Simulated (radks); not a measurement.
All-electron atom: F V in 1s1 2s2 2p2 (not the ground configuration). Method: Dirac Kohn-Sham, BLYP, spin-unpolarised, spherical densities, point nucleus; open shells fill j = l - 1/2 first; computed with a radial shooting solver on a logarithmic mesh with Libxc functionals.

X-ray form factor f0, the Fourier transform of the density (f0(0) = 5):

| sin(theta)/lambda (1/angstrom) | f0 (electrons) |
|---|---|
| 0.05 | 4.949 |
| 0.1 | 4.801 |
| 0.15 | 4.567 |
| 0.2 | 4.266 |
| 0.25 | 3.918 |
| 0.3 | 3.545 |
| 0.4 | 2.802 |
| 0.5 | 2.151 |
| 0.6 | 1.643 |
| 0.8 | 1.036 |
| 1 | 0.780 |
| 1.25 | 0.657 |
| 1.5 | 0.588 |
| 2 | 0.454 |
